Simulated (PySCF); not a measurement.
# Spin states of AsH

Unrestricted PBE0; As aug-cc-pVDZ-PP with ECP10, H aug-cc-pVDZ; scalar-relativistic core potentials (PySCF 2.14). Outer shells of the fragments: As 3d10 4s2 4p3; H 1s1.

Followed along the bond (rough minima from three points):

```json
{"2Ms+1": "3", "unpaired": "π ↑↑", "⟨S²⟩ at the start": "2.01", "R at minimum (Å)": "1.54", "Te (eV)": "0.00"}
{"2Ms+1": "1", "unpaired": "π ↑↓", "⟨S²⟩ at the start": "1.01", "R at minimum (Å)": "1.54", "Te (eV)": "0.38"}
{"2Ms+1": "1", "unpaired": "none", "⟨S²⟩ at the start": "0.00", "R at minimum (Å)": "1.54", "Te (eV)": "1.48"}
{"2Ms+1": "5", "unpaired": "σ ↑↑, π ↑↑", "⟨S²⟩ at the start": "6.00", "R at minimum (Å)": "none in the scan", "Te (eV)": "≤ 5.84"}
```

Solutions found at the starting distance of 1.495 Å, counted from the lowest of them; the search is not exhaustive and high or unbound solutions are not listed, so other states can lie among these:

```tsv
2Ms+1	unpaired	term	E (eV)	⟨S²⟩	⟨Lz²⟩	μ (D)
3	π ↑↑	³Σ⁻	0.00	2.01	0.00	0.19
1	π ↑↓	mixed	0.38	1.01	2.02	0.19
1	none	mixed	1.48	0.00	2.00	0.20
3	σ ↑, π ↑	³Π	3.84	2.01	1.01	0.67
1	σ ↓, π ↑	mixed	4.18	1.02	1.01	0.74
3	σ ↑, π ↑	³Π	5.61	2.00	1.01	-0.37
1	σ ↓, π ↑	mixed	5.76	1.01	1.01	-0.35
5	σ ↑↑, π ↑↑	⁵Σ⁻	6.59	6.00	0.00	0.03
3	π ↑↑	mixed	7.48	2.00	2.01	0.58
3	σ ↑↑, π ↑↓	mixed	7.55	3.01	2.02	0.03
```

A term symbol is given only where ⟨S²⟩ and ⟨Lz²⟩ are close to those of a pure state; real π, δ and φ orbitals otherwise mix terms. A positive dipole means As(−)H(+).

Spin–orbit coupling is left out. Counting both spins, an empty level lies below a filled one in some of these solutions, because spin and occupation are held.
